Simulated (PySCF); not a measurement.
Species: C7H4F3N3.
SMILES with atom numbers: `[F:1][C:2]([F:3])([F:4])[c:5]1[cH:6][cH:7][cH:8][c:9]2[cH:10][n:11][n:12][n:13]12`

Definitions: NICS(0) = −σiso at the ring centroid; NICS(1) = −σiso and NICS(1)zz = −σzz at ±1 Å along the ring normal z. Level: GIAO PBE0/pcSseg-1 (PySCF, non-relativistic, gas phase) on the GFN2-xTB geometry, one conformer.

Ring bond lengths (Å), with Mayer bond orders in brackets: C5–C6 1.363 (1.49), C6–C7 1.413 (1.28), C7–C8 1.365 (1.58), C8–C9 1.402 (1.17), C9–N13 1.391 (0.95), N13–C5 1.361 (0.97); C9–C10 1.394 (1.31), C10–N11 1.331 (1.42), N11–N12 1.286 (1.42), N12–N13 1.323 (1.16), N13–C9 1.391 (0.95).

Question: What do the NICS probes read (ppm)?

Answer: 
```
              ring                                                 type  NICS(0)  NICS(1), two faces  NICS(1)zz, two faces  rms pucker (Å)  centre to ring atoms, mean (Å)
C5–C6–C7–C8–C9–N13    6-membered ring with N; formal bonds all aromatic     -7.6         -9.2 / -9.2         -21.4 / -21.4            0.00                            1.38
C9–C10–N11–N12–N13  5-membered ring with 3 N; formal bonds all aromatic    -16.2       -16.1 / -16.1         -41.7 / -41.7            0.00                            1.14
```

Question: What do they say, and how far can they be read as aromaticity?

Answer: 
- C5–C6–C7–C8–C9–N13: mean NICS(1)zz -21.4 ppm, shielded. For a flat ring without four-coordinate atoms the NICS criterion counts such a value as aromatic, though in fused rings the probe also feels the neighbouring ring.
- C9–C10–N11–N12–N13: mean NICS(1)zz -41.7 ppm, shielded. The ring is flat and has no four-coordinate atom; by the NICS criterion it is aromatic, though in fused rings the probe also feels the neighbouring ring.

Question: How equal are the bonds by HOMA? HOMA = 1 − mean of α(R − Ropt)² over the ring bonds, with Krygowski's 1993 parameters (CC: Ropt 1.388 Å, α 257.7 Å⁻²; CN: Ropt 1.334 Å, α 93.52 Å⁻²; NN: Ropt 1.309 Å, α 130.33 Å⁻²).

Answer: 
- C5–C6–C7–C8–C9–N13: HOMA 0.85; the largest term is that of C9–N13, α(R − Ropt)² = 0.30. The geometric and the magnetic index point the same way.
- C9–C10–N11–N12–N13: HOMA 0.92; the largest term is that of N13–C9, α(R − Ropt)² = 0.30. The geometric and the magnetic index point the same way.

Question: Give the inner angles of the rings and the Hirshfeld charges of the ring atoms.

Answer: 
- C5–C6–C7–C8–C9–N13: C5 119.4° (+0.023 e), C6 120.3° (-0.047 e), C7 120.3° (-0.041 e), C8 119.0° (-0.031 e), C9 119.2° (+0.027 e), N13 121.6° (+0.057 e); sum 720.0° against 720° for a flat convex ring.
- C9–C10–N11–N12–N13: C9 102.4° (+0.027 e), C10 108.4° (-0.041 e), N11 110.7° (-0.123 e), N12 108.3° (-0.087 e), N13 110.3° (+0.057 e); sum 540.0° against 540° for a flat convex ring.

Question: How shielded are the nuclei of the rings and their hydrogens (means over atoms taken as equivalent)?

Answer: 
```
   atoms                          environment  σ isotropic (ppm)  principal values of the symmetric part, first atom (ppm)
      C5          substituted aromatic carbon               55.9                                        -24.9, 59.3, 133.3
      C6                   aromatic CH carbon               67.3                                        -29.8, 53.0, 178.6
      C7                   aromatic CH carbon               59.4                                        -43.1, 41.9, 179.2
      C8                   aromatic CH carbon               59.0                                        -43.1, 45.1, 175.1
      C9          ring-fusion aromatic carbon               44.9                                        -26.6, 15.4, 145.9
     C10  aromatic CH next to a ring nitrogen               56.5                                        -17.2, 59.6, 127.1
     N11               pyridine-type nitrogen             -129.1                                     -398.2, -180.6, 191.6
     N12               pyridine-type nitrogen             -104.0                                      -346.4, -91.4, 125.7
     N13                pyrrole-type nitrogen               -9.2                                      -142.8, -24.2, 139.5
 H on C6                    aromatic hydrogen              24.03                                          19.0, 24.0, 29.1
 H on C7                    aromatic hydrogen              24.20                                          20.2, 25.8, 26.7
 H on C8                    aromatic hydrogen              23.49                                          18.9, 24.7, 26.9
H on C10                    aromatic hydrogen              23.30                                          19.4, 24.1, 26.3
```

On one thread of an Arm Neoverse V1, shared host, this took 56 s wall. This is the whole shielding run at PBE0/pcSseg-1, SCF included.

Conformer computed: `[F:1][C:2]([F:3])([F:4])[c:5]1[cH:6][cH:7][cH:8][c:9]2[cH:10][n:11][n:12][n:13]12`: F1–C2–C5–C6 119°.
